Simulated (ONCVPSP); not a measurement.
## PBE ONCV dataset for Ir, fully relativistic all-electron reference.

Ir, optimised norm-conserving Vanderbilt (ONCV), made with ONCVPSP 4.0.1 (PBE, fully relativistic). Core [Xe] 4f14, reference 5d7 6s2. Waves: 6s: rc 2.35 bohr, ncon 4, nbas 8, qcut 2.3 1/bohr, 1 projector; p scattering state at 0.17 Ha: rc 2.50 bohr, ncon 3, nbas 6, qcut 3.5 1/bohr, 2 projectors, debl 0.5 Ha; 5d: rc 1.40 bohr, ncon 4, nbas 8, qcut 7.4 1/bohr, local; f scattering state at 0.22 Ha: rc 2.05 bohr, ncon 5, nbas 9, qcut 6.2 1/bohr, 1 projector. Local part: the d channel. Core correction: Teter function, fcfact 1.75, rcfact 1.4.

Open shells are filled in proportion to 2j + 1.

In the p channel the program set the typed energies aside and used 0.050, 0.550 Ha (j = l + 1/2; the other j can differ).

Poles of the logarithmic derivatives, all-electron (AE) and pseudo (PS). s: poles at 1.3 (AE) and 1.1, 4.0 (PS) Ha. p3/2: poles at -1.8, 2.0 (AE) and -1.7, 2.2 (PS) Ha. p1/2: poles at 1.6 (AE) and 1.7 (PS) Ha. d5/2: poles at 3.1 (AE) and 2.9 (PS) Ha. d3/2: poles at 2.8 (AE) and 2.9 (PS) Ha. f7/2: poles at 2.9 (AE) and 2.8 (PS) Ha. f5/2: poles at 2.8 (AE) and 2.8 (PS) Ha. Test radii: s 2.38, p3/2 2.53, p1/2 2.53, d5/2 1.42, d3/2 1.42, f7/2 2.08, f5/2 2.08 bohr.

* Cutoffs needed: 18 Ha and 29 Ha (the cutoffs (Ha) at which the residual kinetic energy of the hardest occupied pseudo-wave falls to 1 and 0.1 mHa per electron)
* Ghost test: ghosts flagged at negative energy: s at -64.9 eV, p3/2 at -44.6 eV; GHOST(+) flagged for p3/2 at 29.1 eV, p1/2 at 29.9 eV; a true bound ghost makes a file unfit for plane-wave use
* Configuration tests: 1 of 4 tests not solved or not reliable
* rms error of d²Exc/dni dnj: 7.72 mHa without and 5.31 mHa with the model core
